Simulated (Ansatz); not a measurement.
Start from `[NH2][GeH2][SnH3]` and change one atom or group to get `[NH2][GeH2][OH]`.

Ansatz, PBE0-D4/def2-TZVP geometries, multiplicity 1. Each molecule was computed in one conformer, which needn't be the lowest.

Elements past krypton have def2 core potentials. Scalar relativity is left out up to krypton.

```
                                          property  `[NH2][GeH2][SnH3]`
              HOMO–LUMO gap (PBE0/def2-TZVPP) / eV                 7.09
                 LUMO energy (PBE/def2-TZVPP) / eV                -0.94
                LUMO energy (PBE0/def2-TZVPP) / eV                -0.17
             HOMO–LUMO gap (B3LYP/def2-TZVPP) / eV                 6.63
size of the dipole moment (ωB97M-V/def2-TZVPP) / D                 1.23
             HOMO energy (ωB97M-V/def2-TZVPP) / eV                -9.45
```

What does the change do to each property? (An estimate is asked.)

Computed: 
```json
{"property": "HOMO–LUMO gap (PBE0/def2-TZVPP) / eV", "`[NH2][GeH2][OH]`": "8.08", "shift": "0.99"}
{"property": "LUMO energy (PBE/def2-TZVPP) / eV", "`[NH2][GeH2][OH]`": "-0.22", "shift": "0.72"}
{"property": "LUMO energy (PBE0/def2-TZVPP) / eV", "`[NH2][GeH2][OH]`": "0.63", "shift": "0.80"}
{"property": "HOMO–LUMO gap (B3LYP/def2-TZVPP) / eV", "`[NH2][GeH2][OH]`": "7.52", "shift": "0.89"}
{"property": "size of the dipole moment (ωB97M-V/def2-TZVPP) / D", "`[NH2][GeH2][OH]`": "2.22", "shift": "0.99"}
{"property": "HOMO energy (ωB97M-V/def2-TZVPP) / eV", "`[NH2][GeH2][OH]`": "-9.83", "shift": "-0.38"}
```

With PBE0 the HOMO falls by 0.20 eV and the LUMO rises by 0.80 eV, so the gap widens by about 1.00 eV. PBE moves the HOMO by -0.11 eV and ωB97M-V by -0.38 eV. The zero-point energy changes by -17.8 kJ/mol with -6 modes. Dipoles are sizes alone; their direction can turn.

Positive LUMOs are unbound, so they and the gaps depend on the basis.

B3LYP here is the variant with VWN-RPA as its local correlation; programs differ in this.
